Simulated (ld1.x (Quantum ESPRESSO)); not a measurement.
## u(r) = r·R(r): atom against pseudo-atom (Hf)

Columns: radius, all-electron u(r) and pseudo u(r) of the 5d shell (level -3.30 eV) of hafnium in the configuration [Xe] 4f14 5d2 6s1.5 6p0.5; PBE, scalar-relativistic, TM scheme, ld1.x (Quantum ESPRESSO) 7.5.

```csv
r (bohr),all-electron,pseudo
0.190,0.0759,0.0062
0.380,-0.2707,0.0457
0.570,-0.1397,0.1352
0.760,0.1374,0.2659
0.950,0.3711,0.4090
1.140,0.5272,0.5321
1.330,0.6166,0.6155
1.520,0.6576,0.6571
1.710,0.6664,0.6663
1.900,0.6548,0.6548
2.090,0.6312,0.6312
2.280,0.6010,0.6010
2.470,0.5674,0.5674
2.660,0.5327,0.5327
2.850,0.4980,0.4980
3.040,0.4640,0.4640
3.230,0.4310,0.4310
3.420,0.3994,0.3994
3.610,0.3693,0.3693
3.800,0.3408,0.3408
3.990,0.3139,0.3139
4.180,0.2886,0.2886
4.370,0.2650,0.2650
4.560,0.2431,0.2431
4.750,0.2227,0.2227
4.940,0.2039,0.2039
```

Problem. How many radial nodes do the two functions have?

Solution. The all-electron 5d function has n − l − 1 = 2; the pseudo-wave has 0, since the states of the same l below it are removed with the core.

Problem. At about which radius was the pseudo-wave matched?

Solution. 1.90 bohr. The columns agree to 0.0005 from 1.52 bohr on; several derivatives are matched, so the curves merge somewhat inside the radius.

Problem. Where does each function peak?

Solution. Outermost all-electron maximum near 1.71 bohr, pseudo maximum near 1.71 bohr (to the table’s step).

Problem. Is the pseudo-wave norm-conserving?

Solution. Yes: the TM scheme keeps the norm inside the radius equal to the all-electron one, which fixes the energy derivative of the logarithmic derivative at the level.
